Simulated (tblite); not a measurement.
Species: C₇H₁₁P.
Geometry (GFN2-xTB, Å), atoms numbered from 1 in this order:
```xyz
19
C7H11P angstrom
C     -2.4672   -0.2331    1.1930
C     -1.3533   -0.1804    0.4725
C     -1.3097   -0.5886   -0.9668
P      0.1492    0.4288    1.3513
C      0.7966    1.6272    0.0640
C      1.6319    0.8313   -0.8887
C      1.9231   -0.4054   -0.5293
C      1.3834   -0.8648    0.7885
H     -2.4768    0.0655    2.2284
H     -3.4063   -0.5732    0.7834
H     -0.9895    0.2403   -1.5961
H     -0.6036   -1.4034   -1.1187
H     -2.2952   -0.9153   -1.2947
H     -0.0242    2.1589   -0.4232
H      1.4124    2.3795    0.5694
H      1.9756    1.2941   -1.8012
H      2.5339   -1.0783   -1.1117
H      2.1892   -0.9200    1.5289
H      0.9206   -1.8537    0.7436
```

Computed with GFN2-xTB (tblite): harmonic, unscaled wavenumbers at the GFN2-xTB geometry, gas phase. Errors from tens to a few hundred cm⁻¹ against measured bands are possible. One conformer, not necessarily the lowest.

Harmonic wavenumbers (cm⁻¹): 35.7, 111.1, 142.5, 181.3, 220.9, 297.1, 360.0, 371.6, 433.5, 507.9, 617.4, 635.6, 688.9, 690.8, 721.4, 773.3, 819.4, 854.6, 878.4, 904.9, 949.1, 990.2, 1000.5, 1005.7, 1033.7, 1079.6, 1089.6, 1120.2, 1197.9, 1206.0, 1218.6, 1290.2, 1393.3, 1412.1, 1439.4, 1439.8, 1475.8, 1477.5, 1676.2, 1706.9, 2914.4, 2915.6, 2954.0, 2956.2, 3009.1, 3016.6, 3025.6, 3072.6, 3074.4, 3088.4, 3108.3.

A = 2861, B = 1422, C = 1311 MHz; mass 126.060 u (most abundant isotopes); point group Cs, symmetry number 1.

**Question.** What is the zero-point energy?

**Answer.** Half the sum of the wavenumbers: 34292 cm⁻¹ = 98.05 kcal/mol.

**Question.** Entropy at 500 K, 1 bar (ideal gas, RRHO, classical rotation)?

**Answer.** Translation 43.00, rotation 30.03, vibration 43.93: S = 117.0 cal/(mol K).

**Question.** And Cp and H(500 K) − H(0)?

**Answer.** Cp = 55.63 cal/(mol K), of which vibrations give 47.68 (their classical limit is 51 R = 101.3); H(500 K) − H(0) = 15.71 kcal/mol without the zero-point energy, 11.74 from vibrations.

**Question.** What must be added to the electronic energy to get the Gibbs energy at 500 K and 1 bar?

**Answer.** ZPE + [H(500 K) − H(0)] − T·S = 98.05 + 15.71 − 58.48 = 55.28 kcal/mol.

**Question.** How do the functions run with temperature in this model?

**Answer.** 
```json
{"T (K)": "150", "S (cal/(mol K))": "74.4", "Cp (cal/(mol K))": "20.9", "H − H(0) (kcal/mol)": "2.11", "G − H(0) (kcal/mol)": "-9.05", "ln q(vib)": "2.43"}
{"T (K)": "250", "S (cal/(mol K))": "87.4", "Cp (cal/(mol K))": "31.1", "H − H(0) (kcal/mol)": "4.70", "G − H(0) (kcal/mol)": "-17.16", "ln q(vib)": "4.55"}
{"T (K)": "298.15", "S (cal/(mol K))": "93.3", "Cp (cal/(mol K))": "36.3", "H − H(0) (kcal/mol)": "6.32", "G − H(0) (kcal/mol)": "-21.51", "ln q(vib)": "5.62"}
{"T (K)": "400", "S (cal/(mol K))": "105.5", "Cp (cal/(mol K))": "46.9", "H − H(0) (kcal/mol)": "10.57", "G − H(0) (kcal/mol)": "-31.64", "ln q(vib)": "7.95"}
{"T (K)": "600", "S (cal/(mol K))": "127.8", "Cp (cal/(mol K))": "62.8", "H − H(0) (kcal/mol)": "21.64", "G − H(0) (kcal/mol)": "-55.01", "ln q(vib)": "12.66"}
{"T (K)": "900", "S (cal/(mol K))": "156.3", "Cp (cal/(mol K))": "77.8", "H − H(0) (kcal/mol)": "42.92", "G − H(0) (kcal/mol)": "-97.76", "ln q(vib)": "19.56"}
```

q(vib) and H(0) count from the zero-point level.

**Question.** Which modes carry the vibrational entropy at 500 K?

**Answer.** 35.7 cm⁻¹: 6.51; 111.1 cm⁻¹: 4.26; 142.5 cm⁻¹: 3.77; 181.3 cm⁻¹: 3.30; 220.9 cm⁻¹: 2.92; 297.1 cm⁻¹: 2.36 cal/(mol K); the other 45 give 20.80 together.

Hindered rotation and anharmonicity are outside this model. Other conformers, if any are populated, would add a mixing term that is left out.
